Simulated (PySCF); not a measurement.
Compound: HgBr2 (singlet state).
SMILES: `[Br][Hg][Br]`

The calculation used TDDFT CAM-B3LYP/def2-SVPD, vertical, gas phase, core orbitals frozen in the response, def2 core potentials past Kr in PySCF. Isolated species at its PBE0-D3(BJ)/def2-SVP geometry, gas phase. Spin–orbit coupling is left out.

**Question.** Predict the UV-vis stick spectrum at this level.

**Answer.** 

```tsv
state	λ (nm)	E (eV)	f	symmetry	main configurations (H = HOMO, L = LUMO)
S1	273.5	4.53	0.0000	–	H-1/H→L (97%)
S2	273.5	4.53	0.0000	–	H-1/H→L (97%)
S3	243.1	5.10	0.017	Πu	H-3/H-2→L (98%)
S4	243.1	5.10	0.017	Πu	H-3/H-2→L (98%)
S5	195.2	6.35	0.214	Σu+	H-4→L (55%), H-1/H→L+1/L+2 (≥34%)
S6	184.2	6.73	0.0000	–	H-1/H→L+1/L+2 (≥87%)
S7	183.6	6.75	0.0000	–	H-1/H→L+1/L+2 (≥86%)
S8	183.6	6.75	0.0000	–	H-1/H→L+1/L+2 (≥86%)
S9	173.6	7.14	0.0000	–	H-5→L (62%), H-3/H-2→L+1/L+2 (≥26%)
```

Triplets (Tamm–Dancoff): T1 4.12 eV, H-1/H→L (≥93%); T2 4.12 eV, H-1/H→L (≥93%); T3 4.66 eV, H-3/H-2→L (≥96%); T4 4.66 eV, H-3/H-2→L (≥96%).

The lowest singlet level (S1/S2) lies at 4.53 eV (274 nm, ultraviolet) and is dark (f under 0.0005). The strongest level in the table is S5 at 6.35 eV (195 nm, f = 0.214). S1/S2, S3/S4 and S7/S8 lie within about 0.01 eV of each other in each set; the point group D∞h has degenerate representations, and within a degenerate level the listed configurations can mix freely. For S1 the Löwdin share of mercury is 6% in HOMO and 38% in LUMO. Weighted by f, the mean energy of these states is 6.18 eV. Of the 9 states listed, 3 reach f = 0.01 and 6 stay under 0.0005. The vertical ionisation energy (ΔSCF) is 10.75 eV, 3.61 eV above S9. Symmetry labels in D∞h follow from the direction of the transition dipole and are given only for states with f of 0.002 or more. Orbitals of the list HOMO-3 to LUMO+2 that lie within 0.01 eV of each other are written together with a slash and their weights summed (≥ marks a lower bound); for degenerate orbitals outside that list single weights are arbitrary. Singlets were solved by full linear response, triplets in the Tamm–Dancoff approximation. The highest level found (7.27 eV, f 0.0000 so far) is left out, since the window may have cut off a degenerate partner.

Hardware: one thread of an Arm Neoverse V2 (shared host). Cost: 27 s.
